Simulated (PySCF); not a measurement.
Screening by computed properties: pick the candidate that meets the target.

All species are isolated and taken at one optimised geometry, non-relativistic unless stated; the electronic structure was computed with PySCF and density fitting.

The conformers computed, where there is a choice (atom-mapped SMILES and torsion angles):
- `[F:1][c:2]1[o:3][n:4][cH:5][c:6]1[C@H:7]1[CH:8][CH2:9]1`: C5–C6–C7–C8 146°
- `[CH2:1]/[CH:2]=[CH:3]\[S:4](=[O:5])(=[O:6])[C:7]([F:8])([F:9])[F:10]`: C2–C3–S4–O5 166°, C3–S4–C7–F8 -174°

Question: Wanted: isotropic g value between 2.0026 and 2.0027 (unrestricted B3LYP/pcH-1, mean-field spin–orbit) and smallest rotational constant above 1 GHz (GFN2-xTB), at GFN2-xTB geometries. Which candidate meets both?
A. `Fc1oncc1[C@H]1[CH]C1` [radical]
B. `[CH2]/C=C\S(=O)(=O)C(F)(F)F` [radical]
C. `[CH2]C#CC1CC1` [radical]
D. `[CH+]=[C]c1cccc(Cl)c1` [radical]

Answer: A. Computed values:
| species | isotropic g value | smallest rotational constant |
| --- | --- | --- |
| [CH2]/C=C\S(=O)(=O)C(F)(F)F [radical] | 2.00247 | 0.908 GHz |
| Fc1oncc1[C@H]1[CH]C1 [radical] | 2.00265 | 1.063 GHz |
| [CH2]C#CC1CC1 [radical] | 2.00279 | 1.678 GHz |
| [CH+]=[C]c1cccc(Cl)c1 [radical] | 2.00696 | 0.678 GHz |
